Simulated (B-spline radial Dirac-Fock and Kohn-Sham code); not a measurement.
How the levels of rhenium move as electrons are removed

Calculated with a radial B-spline solver, using Dirac-Fock (average of configuration) total-energy differences with a finite nucleus, the Breit interaction including its frequency dependence, and self-energy and vacuum-polarisation corrections. Each ion is free and in its tabulated ground configuration. The model has no electron correlation.

Reference: Re⁶⁸⁺, [He] 2s2 2p3, with K (1s) 79076.1 eV. Shifts from it, in eV (a dash: the subshell is empty, belongs to an open shell averaged over j, or its hole state is left out as unreliable):

| ion | configuration | K (1s) |
| --- | --- | --- |
| Re⁶⁹⁺ | [He] 2s2 2p2 | +506.6 |
| Re⁷⁰⁺ | [He] 2s2 2p1 | +1018.5 |
| Re⁷¹⁺ | [He] 2s2 | +1535.6 |
| Re⁷³⁺ | 1s2 | +2475.7 |
| Re⁷⁴⁺ | 1s1 | +4086.1 |
